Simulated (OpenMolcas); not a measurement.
A calculation on Ga+.

```
Program             : OpenMolcas
Method              : MS-RASPT2, IPEA 0.25 Eh, imaginary shift 0.1 Eh (closed shells correlated: 3d)
Basis               : ANO-RCC-VTZP [6s5p3d1f]
Scalar Hamiltonian  : DKH2, point nucleus
Active space        : 2 electrons in 9 orbitals (RAS2 4s 4p; RAS3 4d, at most 2 electrons)
State averaging     : 2S+1 = 3 even, 3 roots; 2S+1 = 1 even, 7 roots; 2S+1 = 3 odd, 3 roots; 2S+1 = 1 odd, 3 roots
Spin-orbit coupling : state interaction with AMFI integrals over the reference wave functions, term energies averaged over their components
```

Problem. Which level of the active space comes out lowest?

Solution. 4s² ¹S₀, with 100 % of that term; it is also the measured ground level.

Problem. How high does 4s 4p ³P°₁ lie?

Solution. 46215 cm⁻¹ above the lowest level; measured 47814 cm⁻¹ above the ground level, so the calculation is off by -3 %.

Problem. How high does 4s 4p ³P°₀ lie?

Solution. 45845 cm⁻¹ above the lowest level; measured 47368 cm⁻¹ above the ground level, so the calculation is off by -3 %.

Problem. How high does 4s 4p ³P°₂ lie?

Solution. 46979 cm⁻¹ above the lowest level; measured 48750 cm⁻¹ above the ground level, so the calculation is off by -4 %.

Measured values: NIST Handbook of Basic Atomic Spectroscopic Data.

Active for correlation alone: 4d; no level in the range computed is led by a configuration that fills it, so any true level of that kind is missing. Measured partners are found by configuration, term and J. A level has none where our copy of the source lacks it or the pairing is in doubt (some pairs that miss far off the trend of their configuration count as doubtful), and it then counts in no deviation. Levels of configurations outside the active space are missing.

° marks odd parity.
